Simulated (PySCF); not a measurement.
Geometry (Å), atoms numbered from 1 in this order:
```xyz
15

C    -2.556   -0.369   -0.052
C    -1.132    0.051    0.064
C    -0.633    1.279    0.552
N     0.678    1.306    0.525
N     1.078    0.121    0.031
Si    2.798   -0.141   -0.186
C     0.001   -0.652   -0.258
H    -3.010   -0.447    0.935
H    -3.123    0.363   -0.625
H    -2.627   -1.335   -0.546
H    -1.188    2.121    0.917
H     3.191    0.393   -1.490
H     2.960   -1.596   -0.147
H     3.435    0.548    0.925
H     0.125   -1.635   -0.667
```

- coordinates at the GFN2-xTB level
- GIAO PBE0/pcSseg-1 shieldings
- program: PySCF 2.14
- non-relativistic Hamiltonian, averaged over atoms made equivalent by symmetry, fast rotation or ring inversion, one computed conformer, isolated molecule

Chemical shifts δ = σref − σ; ¹³C (σref 186.93) and ¹H (σref 31.72) and ²⁹Si (σref 349.16) vs TMS; ¹⁵N (σref 267.73) against NH3, all at this level.

| atoms | nucleus | count | δ (ppm) |
| --- | --- | --- | --- |
| C2 | ¹³C | 1 | 124.1 |
| H8/H9/H10 | ¹H | 3 | 2.31 |
| N5 | ¹⁵N | 1 | ? |
| H11 | ¹H | 1 | 7.77 |
| Si6 | ²⁹Si | 1 | -49.7 |
| N4 | ¹⁵N | 1 | 363.2 |
| H15 | ¹H | 1 | 7.34 |
| H12/H13/H14 | ¹H | 3 | 5.15 |
| C1 | ¹³C | 1 | ? |
| C7 | ¹³C | 1 | ? |
| C3 | ¹³C | 1 | 149.4 |

Problem. Estimate the values marked ?.

Solution. 
- C7: 137.7 ppm, aromatic CH next to a ring nitrogen
- C1: 11.1 ppm, methyl carbon on an aromatic ring; aliphatic region, no heteroatom directly attached
- N5: 217.7 ppm, pyrrole-type ring nitrogen

Shifts are as computed. Against solution values, carbons near 30 ppm lie about +3 ppm off and those near 130 ppm about +5 ppm. Of 1211 compounds with measured shifts, 218 miss one by over three times the rms of a fit or turn the order of signals round; such compounds aren't used in these exercises. Experimental scales use liquid or dissolved standards, which lie at an offset from isolated NH3 (liquid NH3: subtract about 20 ppm). Unscaled 15N shifts of sp2 nitrogen come out 20 to 40 ppm too high even then.
